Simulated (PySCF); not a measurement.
Be(tBu)(OMe), C5H12BeO, SMILES C[O][Be][C](C)(C)C at its GFN2-xTB optimised geometry (Å):

```
19

Be    -0.1393    -0.0706     0.0000
C      1.6161    -0.0706     0.0000
C      2.1810     1.3259    -0.3073
C      2.2105    -0.5031     1.3500
C      2.1865    -1.0242    -1.0626
H      3.2736     1.3035    -0.3139
H      1.8645     2.0496     0.4406
H      1.8465     1.6783    -1.2805
H      1.8952     0.1646     2.1487
H      1.8980    -1.5119     1.6105
H      3.3025    -0.4882     1.3091
H      1.8752    -2.0496    -0.8760
H      1.8510    -0.7459    -2.0592
H      3.2790    -0.9964    -1.0544
O     -1.5045    -0.0580    -0.0239
C     -2.8798    -0.0451    -0.0507
H     -3.2427    -0.5023    -0.9770
H     -3.2790    -0.6069     0.8000
H     -3.2480     0.9846     0.0023
```

Method: CAM-B3LYP/def2-SVP in PySCF 2.14.0. Cells within 0.4 Å of a nucleus heavier than hydrogen are left out (blank, or x).

Map of the Laplacian of the electron density (e/bohr⁵) on the plane z = 1.0 Å:

```
|666666666666666666666666666|
|666666666666666666666666666|
|666666666666666666666666666|
|666666666666666666666666666|
|666666666666666666666666666|
|666666666666666666666666666|
|666666666666666666666666666|
|666666666666666666666666666|
|666666666666666667776666666|
|666666666666666677876666666|
|666666666666666677776666666|
|666667776666666678876666666|
|666678877876666789998766666|
|666678888997666797498876666|
|666680588887666793x00276666|
|666674777766666798476776666|
|666667766666666688798766666|
|666666666666666678877666666|
|666666666666666666666666666|
|666666666666666666666666666|
|666666666666666666666666666|
|666666666666666666666666666|
|666666666666666666666666666|
|666666666666666666666666666|
|666666666666666666666666666|
|666666666666666666666666666|
|666666666666666666666666666|
```
Scale: ten equal steps from -0.299 (start of '0') to 0.177 (end of '9'), in the order '0123456789'; x runs from -5.50 to 5.50, y from -5.50 (bottom) to 5.50 (top).
